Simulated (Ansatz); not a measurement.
`[CH3][GeH]([Cl])[SeH]`, charge 0, multiplicity 1.

**Question.** Give a relaxed structure at PBE0-D4/def2-TZVP (Ansatz). (Estimate.)

**Answer.** Computed: 
```xyz
9

C    -0.7404   -0.9525    0.3240
Ge    0.0222    0.8229    0.1646
Cl    1.4026    1.0511    1.8175
Se    1.1367    1.1336   -1.8759
H    -1.4645   -1.1147   -0.4750
H     0.0529   -1.6963    0.2501
H    -1.2315   -1.0503    1.2927
H    -0.9839    1.9765    0.2771
H     1.8059   -0.1702   -1.7751
```
This is one stationary point; other conformers may exist.
